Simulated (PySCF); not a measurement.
# Potassium: highly charged ions in a basis for the neutral atom

K¹⁵⁺ [He] 2s2, K¹⁶⁺ [He] 2s1. Computed with PySCF 2.14 in jorge-DZP-DKH (8s6p1d, 31 functions), with the spin-free X2C one-electron Hamiltonian (Gaussian nucleus). No spin-orbit coupling, so a gap to NIST mixes the basis error with missing relativistic terms.

Changed run: basis of the neutral atom used for a highly charged ion. This setting is unsound on purpose.

```
species  method  sound run (hartree)  changed run (hartree)  converged
   K¹⁵⁺     UHF              not run             -424.21099        yes
   K¹⁵⁺    TPSS              not run             -424.41315        yes
   K¹⁵⁺   B3LYP              not run             -424.26806        yes
   K¹⁶⁺     UHF              not run             -388.86089        yes
   K¹⁶⁺    TPSS              not run             -388.96962        yes
   K¹⁶⁺   B3LYP              not run             -388.83324        yes
```

Ionisation energy of K¹⁵⁺:

| method | changed run (eV) | NIST (eV) |
| --- | --- | --- |
| UHF | 961.92 | 967.7 ± 0.3 |
| TPSS | 964.47 | 967.7 ± 0.3 |
| B3LYP | 964.23 | 967.7 ± 0.3 |

The contracted functions were made for the neutral atom and can be too rigid for a highly charged ion.
